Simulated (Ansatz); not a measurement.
`OC[SeH]` and `COC(O)[SeH]` differ in one atom or group.

Ansatz, PBE0-D4/def2-TZVP geometries, multiplicity 1. Each molecule was computed in one conformer, which needn't be the lowest.

Scalar relativity is left out up to krypton.

| property | `OC[SeH]` |
| --- | --- |
| size of the dipole moment (PBE/def2-TZVPP) / D | 1.60 |
| LUMO energy (ωB97M-V/def2-TZVPP) / eV | 1.66 |
| LUMO energy (B3LYP/def2-TZVPP) / eV | -0.40 |
| LUMO energy (PBE0/def2-TZVPP) / eV | -0.10 |
| HOMO energy (PBE0/def2-TZVPP) / eV | -6.86 |
| zero-point energy (PBE0-D4/def2-TZVP) / kJ/mol | 131.7 |

Question: What does the change do to each property? (An estimate is asked.)

Answer: Ansatz gave: 
```
                                      property  `COC(O)[SeH]`  shift
size of the dipole moment (PBE/def2-TZVPP) / D           1.66   0.06
         LUMO energy (ωB97M-V/def2-TZVPP) / eV           1.84   0.18
           LUMO energy (B3LYP/def2-TZVPP) / eV          -0.31   0.09
            LUMO energy (PBE0/def2-TZVPP) / eV          -0.03   0.07
            HOMO energy (PBE0/def2-TZVPP) / eV          -6.80   0.06
zero-point energy (PBE0-D4/def2-TZVP) / kJ/mol          216.7   85.0
```

The zero-point energy changes by 85.0 kJ/mol with +12 modes. Dipoles are sizes alone; their direction can turn.

B3LYP here is the variant with VWN-RPA as its local correlation; programs differ in this.

Spin–orbit coupling is left out; it splits and shifts lone-pair levels of the heavy atoms by tenths of an eV.
